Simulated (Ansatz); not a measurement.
Steps of a relaxation of CH2OZn with RKS PBE-D4/def2-SVP.

```sh
$ ansatz run in.yaml --threads 2 --pin off --events-out ev --progress --plain --max-ram 4352MiB
```

```yaml
crystal:
  periodic: [false, false, false]
  atoms:
    - {symbol: C, position_ang: [-0.070200, 0.087800, -0.447500]}
    - {symbol: O, position_ang: [-0.928800, -0.486500, 0.495100]}
    - {symbol: Zn, position_ang: [1.095900, -1.208800, 1.017300]}
    - {symbol: H, position_ang: [-0.674500, 0.760300, -1.136200]}
    - {symbol: H, position_ang: [0.627500, 0.773700, 0.029900]}
basis:
  gaussian: {orbitals: def2-SVP}
hamiltonian: {xc: pbe, dispersion: d4}
relax: {f_tol: 0.03, max_steps: 200}
```

Positions (Å) and forces (eV/Å) along the path, 11 of 11 steps:

```xyz
5
step=1 energy=-51512.7541 eV
C    -0.070    0.088   -0.448   -4.975    0.685    4.045
O    -0.929   -0.486    0.495    2.667    0.793   -3.036
Zn    1.096   -1.209    1.017    0.271   -0.438    0.090
H    -0.674    0.760   -1.136    0.669   -1.093   -0.889
H     0.627    0.774    0.030    1.369    0.054   -0.210
5
step=2 energy=-51513.6803 eV
C    -0.154    0.215   -0.325   -4.460   -0.574    2.375
O    -0.924   -0.509    0.509    2.399    2.538   -3.324
Zn    1.105   -1.273    0.983    0.936   -0.671    0.405
H    -0.678    0.670   -1.275    1.015   -0.945    0.893
H     0.701    0.824    0.067    0.110   -0.348   -0.348
5
step=3 energy=-51513.1003 eV rejected
C    -0.294    0.282   -0.200    8.883   13.799  -13.089
O    -0.848   -0.409    0.390  -10.898  -12.543   11.083
Zn    1.159   -1.323    0.988    1.591   -1.171    0.971
H    -0.679    0.589   -1.309    0.635    0.075    1.157
H     0.711    0.788    0.090   -0.210   -0.160   -0.122
5
step=4 energy=-51514.2929 eV
C    -0.226    0.269   -0.289   -2.904   -0.303    1.175
O    -0.913   -0.494    0.468    1.280    2.107   -2.343
Zn    1.148   -1.309    1.010    1.259   -0.861    0.712
H    -0.670    0.653   -1.284    0.460   -0.490    0.653
H     0.710    0.808    0.053   -0.095   -0.454   -0.197
5
step=5 energy=-51514.6538 eV
C    -0.293    0.306   -0.273    0.470    1.766   -1.091
O    -0.913   -0.453    0.415   -0.979   -0.788    0.596
Zn    1.220   -1.360    1.055    0.857   -0.629    0.608
H    -0.667    0.647   -1.282   -0.044    0.027    0.018
H     0.702    0.787    0.043   -0.305   -0.375   -0.132
5
step=6 energy=-51514.8257 eV
C    -0.332    0.365   -0.273   -0.226   -0.431   -0.434
O    -0.951   -0.449    0.399    0.375    0.857   -0.503
Zn    1.317   -1.443    1.128    0.434   -0.330    0.362
H    -0.684    0.669   -1.320    0.001    0.116    0.590
H     0.700    0.784    0.026   -0.585   -0.212   -0.015
5
step=7 energy=-51514.9565 eV
C    -0.356    0.375   -0.313    0.339    0.057   -0.218
O    -0.975   -0.422    0.357    0.003    0.123   -0.053
Zn    1.426   -1.526    1.239    0.170   -0.130    0.188
H    -0.729    0.735   -1.321   -0.020    0.116    0.227
H     0.684    0.764   -0.003   -0.492   -0.166   -0.143
5
step=8 energy=-51515.0306 eV
C    -0.360    0.381   -0.363   -0.052   -0.032   -0.084
O    -0.930   -0.478    0.276    0.065    0.094   -0.106
Zn    1.479   -1.574    1.417    0.030   -0.021    0.071
H    -0.836    0.890   -1.257    0.036   -0.010    0.178
H     0.698    0.708   -0.114   -0.079   -0.032   -0.060
5
step=9 energy=-51515.0527 eV
C    -0.362    0.377   -0.399    0.200    0.154   -0.151
O    -0.873   -0.552    0.181   -0.132   -0.099    0.050
Zn    1.478   -1.570    1.560   -0.008    0.008    0.003
H    -0.923    1.025   -1.141    0.027   -0.083    0.128
H     0.730    0.646   -0.241   -0.086    0.019   -0.030
5
step=10 energy=-51515.0544 eV
C    -0.351    0.369   -0.415   -0.086    0.004    0.005
O    -0.851   -0.590    0.133    0.035    0.026   -0.008
Zn    1.456   -1.544    1.607   -0.004   -0.001   -0.010
H    -0.951    1.075   -1.061    0.026   -0.028    0.002
H     0.747    0.617   -0.306    0.030   -0.002    0.011
5
step=11 energy=-51515.0551 eV
C    -0.352    0.373   -0.408    0.019    0.002   -0.001
O    -0.850   -0.573    0.161   -0.011   -0.003   -0.001
Zn    1.454   -1.558    1.582   -0.001    0.002   -0.001
H    -0.943    1.045   -1.096   -0.004   -0.004    0.005
H     0.741    0.639   -0.281   -0.002    0.003   -0.002
```

Hardware: 2 threads of an Arm Neoverse V2 on a shared host. Wall time 11 s, peak host memory 0.14 GiB.
